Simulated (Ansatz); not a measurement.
`[CH3][Hf]([CH3])([CH3])[F]`, charge 0, multiplicity 1.

**Question.** Give a relaxed structure at PBE0-D4/def2-TZVP (Ansatz 0.2.0). (Estimate.)

**Answer.** Computed: 
Cartesian coordinates in Å:
```
C 1.9021 0.7534 0.3679
Hf 0.2109 -0.4479 -0.4059
C -0.8318 -1.3751 1.3132
C -1.2112 0.9326 -1.3936
F 0.8200 -1.7770 -1.6286
H 2.1983 0.4181 1.3702
H 2.7936 0.7071 -0.2673
H 1.6161 1.8101 0.4530
H -0.5048 -2.4008 1.5174
H -0.6687 -0.7915 2.2286
H -1.9154 -1.4076 1.1405
H -1.8599 1.4122 -0.6488
H -1.8631 0.4319 -2.1185
H -0.6863 1.7344 -1.9282
```
This is one stationary point; other conformers may exist.
